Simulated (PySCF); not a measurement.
[MnF6]2- holds Mn(IV), d3, at total charge -2. The structure is a model geometry with rigid ligands and bond lengths from ionic radii and axial bond length changed to 1.10 of its base value, not a minimum; coordination octahedral, point group D4h, metal–donor distances 1.83–2.01 Å.

```
7

Mn    0.000    0.000    0.000
F     0.000    0.000    2.013
F     0.000    0.000   -2.013
F     1.830    0.000    0.000
F    -1.830    0.000    0.000
F     0.000    1.830    0.000
F     0.000   -1.830    0.000
```

Method (PySCF 2.14, density fitting): CASSCF(3,5) with orbitals averaged over all microstates of the shell, strongly contracted NEVPT2 on the averaged canonical orbitals; basis x2c-TZVPall on the metal, x2c-SVPall elsewhere; spin-free X2C; IEF-PCM water; spin-orbit coupling by state interaction with the mean-field operator over all roots.

Problem. What is the ground state?

Solution. 4B1g (from 4A2g) (S = 3/2, orbital degeneracy 1), with 3.0 electrons in the lower (t2g-type) set and 0.0 in the upper (eg-type) set, by NEVPT2.

Problem. Where do the spin-allowed transitions within the shell lie?

Solution. By NEVPT2: 4Eg (from 4T2g) at 21753 cm⁻¹ (460 nm); 4B2g (from 4T2g) at 26870 cm⁻¹ (372 nm); 4A2g (from 4T1g) at 27546 cm⁻¹ (363 nm); 4Eg (from 4T1g) at 36812 cm⁻¹ (272 nm); 4Eg (from 4T1g) at 50045 cm⁻¹; 4A2g (from 4T1g) at 51784 cm⁻¹. All are electric-dipole forbidden at this geometry.

Problem. Which is the lowest state of another spin?

Solution. 2A1g (from 2Eg) at 19317 cm⁻¹ by NEVPT2; CASSCF alone puts it at 20728 cm⁻¹ above the same ground state.

Problem. Give the fitted ligand-field and repulsion parameters.

Solution. At CASSCF level (the NEVPT2 levels don't fit a ligand-field model well): orbital energies 0, 0, 1641, 13919, 21433 cm⁻¹; 10Dq = 17129 cm⁻¹ (difference of the means of the two sets); B = 1064 cm⁻¹; C = 4091 cm⁻¹; B over its free-ion value at the same level 0.801; the fit misses the states by 576 cm⁻¹ rms, so splittings below that are unsure; ζ = 348 cm⁻¹ (free ion 412).

Problem. What magnetic behaviour follows?

Solution. The ground multiplet follows a spin Hamiltonian with S = 3/2, g = 1.969, 1.969, 1.976, D = 0.15 cm⁻¹, E/|D| = 0.00 (spin-orbit part alone); the lowest levels hold 100 % of the spin-free ground state. μeff is 3.83 μB at 300 K and 3.82 μB at 10 K; the spin-only value is 3.88 μB.

Charge-transfer states lie outside this active space and may come lower than some of these levels. NEVPT2 lifts 4Eg (from 4T2g) from 15807 to 21753 cm⁻¹; on the d shell alone it tends to overshoot states that fill the eg-type orbitals. An active orbital has only 0.73 squared overlap with the free ion's shell, so the metal shell alone is a small active space here. NEVPT2 on the d shell alone tends to put d–d bands too high for such charged or covalently bound ions.

The job took 6.6 s on one thread of Arm Neoverse V2 (shared host), with 132 basis functions, launched as `OMP_NUM_THREADS=1 python lf_run.py task.json out`.
